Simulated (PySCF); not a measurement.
SMILES [Sn]([OH])([OH])([OH])[C](C)(C)C, GFN2-xTB optimised geometry.

```
20

C     -0.30     0.99    -1.31
C     -0.68     0.35     0.00
C     -2.17     0.12     0.12
C     -0.11     1.08     1.19
Sn     0.30    -1.73     0.00
O      2.31    -1.73     0.00
O     -0.16    -2.89    -1.57
O     -0.16    -2.89     1.58
H      0.78     1.13    -1.39
H     -0.64     0.40    -2.16
H     -0.77     1.98    -1.37
H     -2.41    -0.43     1.03
H     -2.67     1.08     0.16
H     -2.55    -0.43    -0.74
H     -0.52     2.09     1.21
H      0.97     1.16     1.13
H     -0.38     0.59     2.12
H      2.67    -2.09    -0.81
H     -0.67    -3.66    -1.32
H      0.60    -3.07     2.13
```

Density from CAM-B3LYP/def2-SVP, def2 effective core potentials past Kr (PySCF) at that geometry. The core electrons that the potentials of Sn replace are not part of the density.

Minimum of the electron density along straight lines between bonded atoms, close to the bond critical point (lines longer than 1.1 times the sum of covalent radii, or with two minima, are not listed):

```json
[
 {"bond": "C1–C2", "length / Å": "1.510", "ρ at the minimum / e bohr⁻³": "0.254", "∇²ρ there / e bohr⁻⁵": "-0.60", "position (fraction from the first atom)": "0.49"},
 {"bond": "C2–C3", "length / Å": "1.510", "ρ at the minimum / e bohr⁻³": "0.254", "∇²ρ there / e bohr⁻⁵": "-0.60", "position (fraction from the first atom)": "0.51"},
 {"bond": "C2–C4", "length / Å": "1.510", "ρ at the minimum / e bohr⁻³": "0.254", "∇²ρ there / e bohr⁻⁵": "-0.60", "position (fraction from the first atom)": "0.51"},
 {"bond": "C2–Sn5", "length / Å": "2.297", "ρ at the minimum / e bohr⁻³": "0.085", "∇²ρ there / e bohr⁻⁵": "0.04", "position (fraction from the first atom)": "0.49"},
 {"bond": "Sn5–O6", "length / Å": "2.010", "ρ at the minimum / e bohr⁻³": "0.101", "∇²ρ there / e bohr⁻⁵": "0.52", "position (fraction from the first atom)": "0.51"},
 {"bond": "Sn5–O7", "length / Å": "2.010", "ρ at the minimum / e bohr⁻³": "0.101", "∇²ρ there / e bohr⁻⁵": "0.52", "position (fraction from the first atom)": "0.51"},
 {"bond": "Sn5–O8", "length / Å": "2.010", "ρ at the minimum / e bohr⁻³": "0.101", "∇²ρ there / e bohr⁻⁵": "0.52", "position (fraction from the first atom)": "0.51"},
 {"bond": "C1–H9", "length / Å": "1.088", "ρ at the minimum / e bohr⁻³": "0.278", "∇²ρ there / e bohr⁻⁵": "-1.03", "position (fraction from the first atom)": "0.63"},
 {"bond": "C1–H10", "length / Å": "1.088", "ρ at the minimum / e bohr⁻³": "0.278", "∇²ρ there / e bohr⁻⁵": "-1.04", "position (fraction from the first atom)": "0.63"},
 {"bond": "C1–H11", "length / Å": "1.091", "ρ at the minimum / e bohr⁻³": "0.274", "∇²ρ there / e bohr⁻⁵": "-1.00", "position (fraction from the first atom)": "0.63"},
 {"bond": "C3–H12", "length / Å": "1.088", "ρ at the minimum / e bohr⁻³": "0.278", "∇²ρ there / e bohr⁻⁵": "-1.04", "position (fraction from the first atom)": "0.63"},
 {"bond": "C3–H13", "length / Å": "1.091", "ρ at the minimum / e bohr⁻³": "0.274", "∇²ρ there / e bohr⁻⁵": "-1.00", "position (fraction from the first atom)": "0.63"},
 {"bond": "C3–H14", "length / Å": "1.088", "ρ at the minimum / e bohr⁻³": "0.278", "∇²ρ there / e bohr⁻⁵": "-1.03", "position (fraction from the first atom)": "0.63"},
 {"bond": "C4–H15", "length / Å": "1.091", "ρ at the minimum / e bohr⁻³": "0.274", "∇²ρ there / e bohr⁻⁵": "-1.00", "position (fraction from the first atom)": "0.63"},
 {"bond": "C4–H16", "length / Å": "1.088", "ρ at the minimum / e bohr⁻³": "0.278", "∇²ρ there / e bohr⁻⁵": "-1.04", "position (fraction from the first atom)": "0.63"},
 {"bond": "C4–H17", "length / Å": "1.088", "ρ at the minimum / e bohr⁻³": "0.278", "∇²ρ there / e bohr⁻⁵": "-1.03", "position (fraction from the first atom)": "0.63"},
 {"bond": "O6–H18", "length / Å": "0.956", "ρ at the minimum / e bohr⁻³": "0.353", "∇²ρ there / e bohr⁻⁵": "-2.34", "position (fraction from the first atom)": "0.82"},
 {"bond": "O7–H19", "length / Å": "0.956", "ρ at the minimum / e bohr⁻³": "0.353", "∇²ρ there / e bohr⁻⁵": "-2.34", "position (fraction from the first atom)": "0.82"},
 {"bond": "O8–H20", "length / Å": "0.956", "ρ at the minimum / e bohr⁻³": "0.353", "∇²ρ there / e bohr⁻⁵": "-2.34", "position (fraction from the first atom)": "0.82"}
]
```
